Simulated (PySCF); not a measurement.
CH6GaN. Atoms are numbered in the order given.

```xyz
9

Ga     0.3420     0.0408     0.0000
H      1.8939     0.2787     0.0000
C     -0.5758    -1.7084     0.0000
H     -0.2853    -2.2940     0.8873
H     -1.6705    -1.5944     0.0000
H     -0.2853    -2.2940    -0.8873
N     -0.6839     1.5492     0.0000
H     -1.6989     1.5525     0.0000
H     -0.3130     2.4937     0.0000
```
Charge 0, spin multiplicity 1.

Geometry: B3LYP-D3(BJ)/def2-SVP. One conformer was computed; it need not be the lowest.

The numbers are results of PySCF with B3LYP/def2-TZVPD, not measurements.

Isolated molecule, no solvent.

Computed frontier levels, gap, dipole moment and polarisability:
```
Item                                                                                                            Value
---------------------------------------------------------------------------------------------  ----------------------
highest occupied level                                                                                       -7.00 eV
lowest empty level                                                                                           -0.63 eV
orbital gap                                                                                                   6.36 eV
dipole moment                                                                                                  0.69 D
quadrupole, principal values (traceless, Buckingham form, about the centre of nuclear charge)   -2.03, 0.04, 1.99 D·Å
mean static polarisability                                                                       54.6 bohr³ (8.10 Å³)
polarisability, principal values                                                               44.5, 55.5, 63.9 bohr³
```
